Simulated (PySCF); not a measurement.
Job file and geometry (Å, from GFN2-xTB) of an NMR shielding run on `CS/C(=C/C(F)F)[SiH2]F`, C₄H₇F₃SSi, GIAO PBE0/pcSseg-1 NMR shielding, non-relativistic, gas phase (PySCF 2.14.0, density-fitted response routines); density fitting, a coarse starting grid and PySCF grid level 2 are the driver's defaults:

```
$ OMP_NUM_THREADS=1 python probes_run.py task.json out

{"job": {"kind": "nmr", "xc": "PBE0", "basis": "pcSseg-1"}, "charge": 0, "multiplicity": 1}
C      2.683750    -0.350913    -0.780725
S      1.626623     1.123371    -0.691708
C      0.048126     0.520396    -0.224004
C     -0.213792    -0.773653    -0.033508
C     -1.549581    -1.265329     0.422698
F     -1.612801    -2.615234     0.329079
F     -1.755361    -0.975670     1.744839
Si    -1.202190     1.927931     0.023199
F     -2.528488     1.501789    -0.791555
H      2.310118    -1.028801    -1.542127
H      3.667809     0.012578    -1.059335
H      2.727551    -0.832078     0.191699
H      0.520189    -1.557233    -0.147815
H     -2.403412    -0.848753    -0.130639
H     -0.723209     3.130299    -0.631482
H     -1.602931     2.040246     1.413789
```

Q: What does the program print?

A: 
```
coarse grid: 15192 points
cycle   1  E = -1142.8856972359  dE =  1.044e+00  |g| = 8.489e-01  |ddm| = 3.721e+00
cycle   2  E = -1142.7674501854  dE =  1.182e-01  |g| = 1.254e+00  |ddm| = 1.409e+00
cycle   3  E = -1143.0052666971  dE = -2.378e-01  |g| = 7.770e-02  |ddm| = 8.898e-01
cycle   4  E = -1143.0061453233  dE = -8.786e-04  |g| = 4.162e-02  |ddm| = 1.013e-01
cycle   5  E = -1143.0064905745  dE = -3.453e-04  |g| = 1.055e-02  |ddm| = 4.513e-02
cycle   6  E = -1143.0065145675  dE = -2.399e-05  |g| = 3.222e-03  |ddm| = 1.374e-02
cycle   7  E = -1143.0065167081  dE = -2.141e-06  |g| = 1.108e-03  |ddm| = 3.496e-03
final grid: 140920 points
cycle   8  E = -1143.0814467714  dE = -5.174e-05  |g| = 1.029e-02  |ddm| = 3.810e-02
cycle   9  E = -1143.0814168599  dE =  2.991e-05  |g| = 1.521e-02  |ddm| = 2.296e-02
cycle  10  E = -1143.0814710547  dE = -5.419e-05  |g| = 1.726e-03  |ddm| = 1.571e-02
cycle  11  E = -1143.0814717668  dE = -7.121e-07  |g| = 5.030e-04  |ddm| = 2.007e-03
cycle  12  E = -1143.0814718250  dE = -5.820e-08  |g| = 1.468e-04  |ddm| = 5.395e-04
cycle  13  E = -1143.0814718291  dE = -4.034e-09  |g| = 5.083e-05  |ddm| = 1.703e-04
cycle  14  E = -1143.0814718297  dE = -6.617e-10  |g| = 9.307e-06  |ddm| = 6.281e-05
converged SCF energy = -1143.0814718297

GIAO shielding tensors (ppm)
atom      isotropic    diamagn.    paramagn.     s11        s22        s33       span
  0 C      167.161     253.042     -85.881    154.290    164.618    182.576     28.285
  1 S      458.968    1057.676    -598.707    296.259    435.635    645.010    348.752
  2 C       34.136     266.183    -232.047    -67.065      7.453    162.021    229.086
  3 C       51.449     255.352    -203.903    -48.087     61.746    140.687    188.773
  4 C       68.090     240.539    -172.449     49.514     66.382     88.374     38.860
  5 F      313.907     470.451    -156.544    210.998    355.168    375.555    164.557
  6 F      289.635     474.255    -184.620    172.620    336.531    359.753    187.133
  7 Si     354.320     878.127    -523.807    315.065    339.785    408.109     93.044
  8 F      394.999     468.753     -73.754    362.463    383.592    438.942     76.479
  9 H       29.420      31.177      -1.757     25.002     26.857     36.402     11.399
 10 H       29.376      28.375       1.001     24.383     26.577     37.167     12.784
 11 H       29.458      31.498      -2.040     24.880     27.074     36.420     11.541
 12 H       25.694      34.745      -9.052     22.062     23.411     31.608      9.546
 13 H       24.704      28.964      -4.261     21.006     25.101     28.004      6.998
 14 H       26.655      28.394      -1.739     22.615     26.450     30.900      8.284
 15 H       26.155      28.636      -2.481     23.671     24.484     30.310      6.639
```

Q: Turn these shieldings into chemical shifts. δ = σ(ref) − σ, references computed at the same level: 13C (186.93 ppm), 29Si (349.16 ppm), 1H (31.72 ppm) vs TMS; CS2 for 33S (503.73 ppm); CFCl3 for 19F (170.95 ppm).

A: Averaging equivalent atoms: C 2: 152.8; C 3: 135.5; C 4: 118.8; C 0: 19.8; S 1: 45; F 5/6: -130.8; F 8: -224.1; Si 7: -5.2; H 13: 7.01; H 12: 6.02; H 14/15: 5.31; H 9/10/11: 2.30 ppm. Unscaled 19F shifts against computed CFCl3 carry errors that often reach 10 to 50 ppm.

Size and cost of the density-fitted run: 202 basis functions, 100 s wall time on 1 thread of an Intel Xeon, shared host; peak memory 0.91 GiB.
